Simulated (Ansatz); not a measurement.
In(H)2(NMe2) (C2H8InN), SMILES C[N](C)[InH2].

The structure is a stationary point at B3LYP-D3(BJ)/def2-SVP. The structure was generated by enumeration; whether it is a known compound was not checked. The def2 effective core potentials stand for the cores of In; spin–orbit coupling is left out.

Two levels are set side by side: PBE/def2-SVPD (Ansatz, a quantum-chemistry and plane-wave program) and PBE0/def2-SVPD (Ansatz). Energy differences of separate SCF runs at the same geometry; the states with an electron removed or added have multiplicity 2 and 2. Differences are taken from unrounded values.

| quantity | PBE0 |
|---|---|
| vertical ionisation energy (eV) | 7.65 |
| vertical singlet–triplet gap (eV) | 3.16 |

Task: What does PBE give, and how far is it from PBE0? (Estimate from the structure and the level; the computed values follow.)

Result: 
| quantity | PBE | PBE minus PBE0 |
|---|---|---|
| vertical ionisation energy (eV) | 7.72 | 0.07 |
| vertical singlet–triplet gap (eV) | 3.24 | 0.08 |
